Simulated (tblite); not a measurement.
Species: C3H10F2OSi2.
Z-matrix (Å and degrees, GFN2-xTB geometry), rows numbered from 1:
```
F 
C   1  1.3649
F   2  1.3436  1  105.03
O   2  1.3371  1  112.93  3  -118.63
C   4  1.4331  2  115.86  1   -88.00
C   5  1.5155  4  113.08  2    76.53
Si  6  1.9046  5  110.26  4   177.85
Si  6  1.9148  5  109.55  4    51.17
H   2  1.1096  1  106.45  3   114.85
H   5  1.0997  4  108.39  2   -48.05
H   5  1.0912  4  103.60  2  -163.35
H   6  1.0949  5  107.97  4   -65.36
H   7  1.4605  6  109.00  5   175.08
H   7  1.4632  6  109.73  5   -63.35
H   7  1.4682  6  109.02  5    55.52
H   8  1.4574  6  111.93  5   -62.56
H   8  1.4648  6  107.11  5   177.24
H   8  1.4653  6  107.26  5    58.92
```

Computed with GFN2-xTB (tblite): harmonic, unscaled wavenumbers at the GFN2-xTB geometry, gas phase. Errors from tens to a few hundred cm⁻¹ against measured bands are possible. Modes of hydrogen on silicon can be 10 to 20 % off. One conformer, not necessarily the lowest.

Harmonic wavenumbers (cm⁻¹): 35.6, 62.5, 77.7, 107.7, 115.9, 161.8, 177.7, 249.3, 317.1, 351.3, 447.3, 506.3, 522.8, 524.3, 536.5, 575.1, 611.3, 669.1, 758.6, 771.1, 780.4, 782.8, 799.6, 807.6, 855.1, 948.7, 962.8, 1011.3, 1067.4, 1091.1, 1116.7, 1142.4, 1231.7, 1274.3, 1288.9, 1316.1, 1341.5, 1468.1, 2226.4, 2248.3, 2254.7, 2270.9, 2293.8, 2324.4, 2822.6, 2869.3, 2926.2, 2984.8.

A = 2323, B = 720.2, C = 634.1 MHz; mass 156.024 u (most abundant isotopes); point group C1, symmetry number 1.

Zero-point energy?

½Σν̃ = 26043 cm⁻¹ = 74.46 kcal/mol.

Entropy at 200 K, 1 bar (ideal gas, RRHO, classical rotation)?

Translation 39.09, rotation 28.90, vibration 24.28: S = 92.3 cal/(mol K).

And Cp and H(200 K) − H(0)?

Cp = 32.26 cal/(mol K), of which vibrations give 24.31 (their classical limit is 48 R = 95.4); H(200 K) − H(0) = 4.13 kcal/mol without the zero-point energy, 2.54 from vibrations.

Which modes carry the vibrational entropy at 200 K?

35.6 cm⁻¹: 4.70; 62.5 cm⁻¹: 3.59; 77.7 cm⁻¹: 3.17; 107.7 cm⁻¹: 2.54; 115.9 cm⁻¹: 2.41; 161.8 cm⁻¹: 1.79 cal/(mol K); the other 42 give 6.07 together.

Blend soft modes into free rotors: weight 1/[1 + (100 cm⁻¹/ν̃)⁴] for the oscillator and the rest for a rotor with moment μB/(μ + B), μ = h/(8π²ν), B = 10⁻⁴⁴ kg m². What vibrational entropy results?

22.14 cal/(mol K) in place of 24.28, which changes −T·S at 200 K by +0.43 kcal/mol.

How do the functions run with temperature in this model?

```csv
T (K),S (cal/(mol K)),Cp (cal/(mol K)),H − H(0) (kcal/mol),G − H(0) (kcal/mol),ln q(vib)
100,74.3,21.2,1.47,-5.95,2.51
300,107.5,43.7,7.94,-24.32,8.96
500,134.3,61.2,18.56,-48.58,15.01
800,166.8,76.7,39.48,-93.94,23.33
1000,184.6,83.2,55.51,-129.12,28.32
```

q(vib) and H(0) count from the zero-point level.

Hindered rotation and anharmonicity are outside this model. Other conformers, if any are populated, would add a mixing term that is left out. The structure is chiral; the term R ln 2 for an equal mix with its mirror image is left out.
